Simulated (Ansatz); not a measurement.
`C[NH2+][Al-]([Cl])([Cl])[Cl]`. Total charge 0; spin multiplicity 1.

Z-matrix (Å, degrees):
```
C
N 1 1.477
H 1 1.089 2 108.6
H 1 1.089 2 108.6 3 -117.9
H 1 1.090 2 111.3 3 121.0
Al 2 1.990 1 115.8 3 59.0
H 2 1.018 1 110.2 3 -62.7
H 2 1.018 1 110.2 3 -179.3
Cl 6 2.114 2 100.2 1 -179.9
Cl 6 2.114 2 102.1 1 -60.2
Cl 6 2.114 2 102.1 1 60.4
```

Problem. What are the harmonic wavenumbers in cm⁻¹ at PBE0-D4/def2-TZVP (Ansatz, finite differences of forces, unscaled)? (Best estimate.)

Solution. The calculation gave: 63, 96, 114, 142, 143, 181, 223, 273, 378, 500, 543, 569, 679, 1023, 1042, 1066, 1271, 1339, 1455, 1503, 1503, 1631, 3077, 3163, 3178, 3486, 3552.

Problem. Is this a minimum?

Solution. Yes, all 27 modes are real.

Problem. Give the ideal-gas thermochemistry at 298.15 K and 1 bar (rigid rotor, harmonic oscillator; point group Cs, symmetry number 1).

Solution. Zero-point energy 192.6 kJ/mol; H(298) − E = 219.1 kJ/mol; entropy 405.4 J/(mol·K), of which translation 172.5, rotation 124.7, vibration 108.3; G(298) − E = 98.2 kJ/mol. Modes under 100 cm⁻¹ are hindered rotations or soft bends, so the harmonic entropy is rough.

Problem. And at 400, 500, 600, 800 and 1000 K?

Solution. 
```json
{"T (K)": "400", "H − E (kJ/mol)": "233.0", "S (J/mol/K)": "445.4", "G − E (kJ/mol)": "54.8"}
{"T (K)": "500", "H − E (kJ/mol)": "248.2", "S (J/mol/K)": "479.3", "G − E (kJ/mol)": "8.5"}
{"T (K)": "600", "H − E (kJ/mol)": "264.8", "S (J/mol/K)": "509.5", "G − E (kJ/mol)": "-40.9"}
{"T (K)": "800", "H − E (kJ/mol)": "300.9", "S (J/mol/K)": "561.4", "G − E (kJ/mol)": "-148.2"}
{"T (K)": "1000", "H − E (kJ/mol)": "340.3", "S (J/mol/K)": "605.3", "G − E (kJ/mol)": "-265.0"}
```
